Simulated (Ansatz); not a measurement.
Ansatz (an electronic-structure program) input (B3LYP-D3(BJ)/def2-TZVP):

Ansatz 0.2 input:
```yaml
crystal:
  periodic: [false, false, false]
  atoms:
    - {symbol: Te, position_ang: [-0.01161377, -0.05806005, 0.29664959]}
    - {symbol: F, position_ang: [0.40269439, 1.65596319, -0.79263972]}
    - {symbol: N, position_ang: [-0.25377935, -1.49297415, -1.00422763]}
    - {symbol: H, position_ang: [-1.24387820, -1.43372680, -1.26242809]}
basis:
  gaussian:
    orbitals: def2-TZVP
hamiltonian:
  xc: b3lyp
  dispersion: d3bj
total_charge: -1
phonons: {temperatures: {t_min: 298.15, t_max: 298.15, t_step: 100}}
```

Output:

```
Functional definition: B3LYP
integrals: 0.03 GiB planned
778 factors; their error is unknown
mean field: 0.35 GiB planned
mean field evaluation 1: about -11514.5601 eV, gradient 5.6e1 eV
mean field evaluation 2: about -11456.9000 eV, gradient 1.4e2 eV
mean field evaluation 4: about -11520.9329 eV, gradient 1.2e1 eV
mean field evaluation 8: about -11521.1152 eV, gradient 8.1e-2 eV
mean field evaluation 16: about -11521.2180 eV, gradient 5.8e-4 eV
mean field -11521.21797432 eV, -423.3969511943 hartree, gradient 4.4e-5 eV, S^2 0.000000; 0 other end points of the search recorded, 0 dependent functions left out
the calculation of the forces begins
reference -11521.21817723 eV, -423.3969586510 hartree; 21, 21 occupied and 97, 97 virtual orbitals, 778 factors
these checks for a lower state are left out or cut short: stability, starts, cluster_reference, orbital_swaps, neighbouring_geometries, increment
integrals: 0.03 GiB planned
778 factors; their error is unknown
mean field: 0.35 GiB planned
mean field -11521.21797124 eV, -423.3969510809 hartree, gradient 3.1e-6 eV, S^2 0.000000; 0 other end points of the search recorded, 0 dependent functions left out
the calculation of the forces begins
reference -11521.21817417 eV, -423.3969585387 hartree; 21, 21 occupied and 97, 97 virtual orbitals, 778 factors
these checks for a lower state are left out or cut short: stability, starts, cluster_reference, orbital_swaps, neighbouring_geometries, increment
integrals: 0.03 GiB planned
778 factors; their error is unknown
mean field: 0.35 GiB planned
mean field evaluation 32: about -11521.2180 eV, gradient 4.5e-3 eV
mean field -11521.21796103 eV, -423.3969507057 hartree, gradient 3.0e-6 eV, S^2 0.000000; 0 other end points of the search recorded, 0 dependent functions left out
the calculation of the forces begins
reference -11521.21816390 eV, -423.3969581613 hartree; 21, 21 occupied and 97, 97 virtual orbitals, 778 factors
these checks for a lower state are left out or cut short: stability, starts, cluster_reference, orbital_swaps, neighbouring_geometries, increment
integrals: 0.03 GiB planned
778 factors; their error is unknown
mean field: 0.35 GiB planned
mean field -11521.21792522 eV, -423.3969493900 hartree, gradient 3.1e-6 eV, S^2 0.000000; 0 other end points of the search recorded, 0 dependent functions left out
the calculation of the forces begins
reference -11521.21812820 eV, -423.3969568492 hartree; 21, 21 occupied and 97, 97 virtual orbitals, 778 factors
these checks for a lower state are left out or cut short: stability, starts, cluster_reference, orbital_swaps, neighbouring_geometries, increment
integrals: 0.03 GiB planned
778 factors; their error is unknown
mean field: 0.35 GiB planned
mean field -11521.21791062 eV, -423.3969488533 hartree, gradient 3.1e-6 eV, S^2 0.000000; 0 other end points of the search recorded, 0 dependent functions left out
the calculation of the forces begins
reference -11521.21811346 eV, -423.3969563074 hartree; 21, 21 occupied and 97, 97 virtual orbitals, 778 factors
these checks for a lower state are left out or cut short: stability, starts, cluster_reference, orbital_swaps, neighbouring_geometries, increment
integrals: 0.03 GiB planned
778 factors; their error is unknown
mean field: 0.35 GiB planned
mean field -11521.21792847 eV, -423.3969495094 hartree, gradient 3.1e-6 eV, S^2 0.000000; 0 other end points of the search recorded, 0 dependent functions left out
the calculation of the forces begins
reference -11521.21813137 eV, -423.3969569656 hartree; 21, 21 occupied and 97, 97 virtual orbitals, 778 factors
these checks for a lower state are left out or cut short: stability, starts, cluster_reference, orbital_swaps, neighbouring_geometries, increment
integrals: 0.03 GiB planned
[...]
778 factors; their error is unknown
mean field: 0.35 GiB planned
mean field -11521.21793260 eV, -423.3969496612 hartree, gradient 3.1e-6 eV, S^2 0.000000; 0 other end points of the search recorded, 0 dependent functions left out
the calculation of the forces begins
reference -11521.21813555 eV, -423.3969571194 hartree; 21, 21 occupied and 97, 97 virtual orbitals, 778 factors
these checks for a lower state are left out or cut short: stability, starts, cluster_reference, orbital_swaps, neighbouring_geometries, increment
integrals: 0.03 GiB planned
778 factors; their error is unknown
mean field: 0.35 GiB planned
mean field evaluation 96: about -11521.2180 eV, gradient 2.5e-6 eV
mean field -11521.21796379 eV, -423.3969508071 hartree, gradient 3.1e-6 eV, S^2 0.000000; 0 other end points of the search recorded, 0 dependent functions left out
the calculation of the forces begins
reference -11521.21816673 eV, -423.3969582650 hartree; 21, 21 occupied and 97, 97 virtual orbitals, 778 factors
these checks for a lower state are left out or cut short: stability, starts, cluster_reference, orbital_swaps, neighbouring_geometries, increment
integrals: 0.03 GiB planned
778 factors; their error is unknown
mean field: 0.35 GiB planned
mean field -11521.21796161 eV, -423.3969507271 hartree, gradient 3.1e-6 eV, S^2 0.000000; 0 other end points of the search recorded, 0 dependent functions left out
the calculation of the forces begins
reference -11521.21816448 eV, -423.3969581825 hartree; 21, 21 occupied and 97, 97 virtual orbitals, 778 factors
these checks for a lower state are left out or cut short: stability, starts, cluster_reference, orbital_swaps, neighbouring_geometries, increment
integrals: 0.03 GiB planned
778 factors; their error is unknown
mean field: 0.35 GiB planned
mean field -11521.21784927 eV, -423.3969465986 hartree, gradient 3.1e-6 eV, S^2 0.000000; 0 other end points of the search recorded, 0 dependent functions left out
the calculation of the forces begins
reference -11521.21805225 eV, -423.3969540580 hartree; 21, 21 occupied and 97, 97 virtual orbitals, 778 factors
these checks for a lower state are left out or cut short: stability, starts, cluster_reference, orbital_swaps, neighbouring_geometries, increment
integrals: 0.03 GiB planned
778 factors; their error is unknown
mean field: 0.35 GiB planned
mean field -11521.21785694 eV, -423.3969468807 hartree, gradient 3.1e-6 eV, S^2 0.000000; 0 other end points of the search recorded, 0 dependent functions left out
the calculation of the forces begins
reference -11521.21805977 eV, -423.3969543346 hartree; 21, 21 occupied and 97, 97 virtual orbitals, 778 factors
these checks for a lower state are left out or cut short: stability, starts, cluster_reference, orbital_swaps, neighbouring_geometries, increment
integrals: 0.03 GiB planned
778 factors; their error is unknown
mean field: 0.35 GiB planned
mean field -11521.21791258 eV, -423.3969489255 hartree, gradient 3.1e-6 eV, S^2 0.000000; 0 other end points of the search recorded, 0 dependent functions left out
the calculation of the forces begins
reference -11521.21811548 eV, -423.3969563817 hartree; 21, 21 occupied and 97, 97 virtual orbitals, 778 factors
these checks for a lower state are left out or cut short: stability, starts, cluster_reference, orbital_swaps, neighbouring_geometries, increment
integrals: 0.03 GiB planned
778 factors; their error is unknown
mean field: 0.35 GiB planned
mean field evaluation 128: about -11521.2177 eV, gradient 4.8e-1 eV
mean field -11521.21795134 eV, -423.3969503499 hartree, gradient 3.0e-6 eV, S^2 0.000000; 0 other end points of the search recorded, 0 dependent functions left out
the calculation of the forces begins
reference -11521.21815427 eV, -423.3969578071 hartree; 21, 21 occupied and 97, 97 virtual orbitals, 778 factors
these checks for a lower state are left out or cut short: stability, starts, cluster_reference, orbital_swaps, neighbouring_geometries, increment
integrals: 0.03 GiB planned
778 factors; their error is unknown
mean field: 0.35 GiB planned
mean field -11521.21792653 eV, -423.3969494381 hartree, gradient 3.0e-6 eV, S^2 0.000000; 0 other end points of the search recorded, 0 dependent functions left out
the calculation of the forces begins
reference -11521.21812946 eV, -423.3969568956 hartree; 21, 21 occupied and 97, 97 virtual orbitals, 778 factors
these checks for a lower state are left out or cut short: stability, starts, cluster_reference, orbital_swaps, neighbouring_geometries, increment
integrals: 0.03 GiB planned
778 factors; their error is unknown
mean field: 0.35 GiB planned
mean field -11521.21793394 eV, -423.3969497102 hartree, gradient 3.1e-6 eV, S^2 0.000000; 0 other end points of the search recorded, 0 dependent functions left out
the calculation of the forces begins
reference -11521.21813682 eV, -423.3969571661 hartree; 21, 21 occupied and 97, 97 virtual orbitals, 778 factors
these checks for a lower state are left out or cut short: stability, starts, cluster_reference, orbital_swaps, neighbouring_geometries, increment
integrals: 0.03 GiB planned
778 factors; their error is unknown
mean field: 0.35 GiB planned
mean field -11521.21785452 eV, -423.3969467917 hartree, gradient 3.1e-6 eV, S^2 0.000000; 0 other end points of the search recorded, 0 dependent functions left out
the calculation of the forces begins
reference -11521.21805733 eV, -423.3969542448 hartree; 21, 21 occupied and 97, 97 virtual orbitals, 778 factors
these checks for a lower state are left out or cut short: stability, starts, cluster_reference, orbital_swaps, neighbouring_geometries, increment
integrals: 0.03 GiB planned
778 factors; their error is unknown
mean field: 0.35 GiB planned
mean field evaluation 160: about -11521.2179 eV, gradient 3.1e-6 eV
mean field -11521.21786726 eV, -423.3969472600 hartree, gradient 3.1e-6 eV, S^2 0.000000; 0 other end points of the search recorded, 0 dependent functions left out
the calculation of the forces begins
reference -11521.21807026 eV, -423.3969547201 hartree; 21, 21 occupied and 97, 97 virtual orbitals, 778 factors
these checks for a lower state are left out or cut short: stability, starts, cluster_reference, orbital_swaps, neighbouring_geometries, increment
integrals: 0.03 GiB planned
778 factors; their error is unknown
mean field: 0.35 GiB planned
mean field -11521.21795622 eV, -423.3969505291 hartree, gradient 3.0e-6 eV, S^2 0.000000; 0 other end points of the search recorded, 0 dependent functions left out
the calculation of the forces begins
reference -11521.21815911 eV, -423.3969579853 hartree; 21, 21 occupied and 97, 97 virtual orbitals, 778 factors
these checks for a lower state are left out or cut short: stability, starts, cluster_reference, orbital_swaps, neighbouring_geometries, increment
integrals: 0.03 GiB planned
778 factors; their error is unknown
mean field: 0.35 GiB planned
mean field -11521.21797258 eV, -423.3969511302 hartree, gradient 3.1e-6 eV, S^2 0.000000; 0 other end points of the search recorded, 0 dependent functions left out
the calculation of the forces begins
reference -11521.21817550 eV, -423.3969585873 hartree; 21, 21 occupied and 97, 97 virtual orbitals, 778 factors
these checks for a lower state are left out or cut short: stability, starts, cluster_reference, orbital_swaps, neighbouring_geometries, increment
integrals: 0.03 GiB planned
778 factors; their error is unknown
mean field: 0.35 GiB planned
mean field -11521.21795322 eV, -423.3969504189 hartree, gradient 3.1e-6 eV, S^2 0.000000; 0 other end points of the search recorded, 0 dependent functions left out
the calculation of the forces begins
reference -11521.21815609 eV, -423.3969578740 hartree; 21, 21 occupied and 97, 97 virtual orbitals, 778 factors
these checks for a lower state are left out or cut short: stability, starts, cluster_reference, orbital_swaps, neighbouring_geometries, increment
integrals: 0.03 GiB planned
778 factors; their error is unknown
mean field: 0.35 GiB planned
mean field -11521.21796594 eV, -423.3969508865 hartree, gradient 3.0e-6 eV, S^2 0.000000; 0 other end points of the search recorded, 0 dependent functions left out
the calculation of the forces begins
reference -11521.21816889 eV, -423.3969583447 hartree; 21, 21 occupied and 97, 97 virtual orbitals, 778 factors
Total energy: -11521.33730457 eV, -423.4013365001 hartree
Atom 0 at    -0.011614    -0.058060     0.296650 Å, force     0.000431     0.000866    -0.000151 eV/Å
Atom 1 at     0.402694     1.655963    -0.792640 Å, force    -0.000357    -0.000566     0.000365 eV/Å
Atom 2 at    -0.253779    -1.492974    -1.004228 Å, force    -0.000114    -0.000646     0.000061 eV/Å
Atom 3 at    -1.243878    -1.433727    -1.262428 Å, force     0.000041     0.000346    -0.000275 eV/Å
Dipole moment:    -0.267050     0.062549     0.634380 e Å
Vibrations: 176.06 411.18 626.33 682.77 1083.56 3350.43 cm⁻¹, zero-point energy 0.392431 eV
```

It need not be the lowest isomer of its formula. Whether it binds its extra electron was not tested at this geometry.
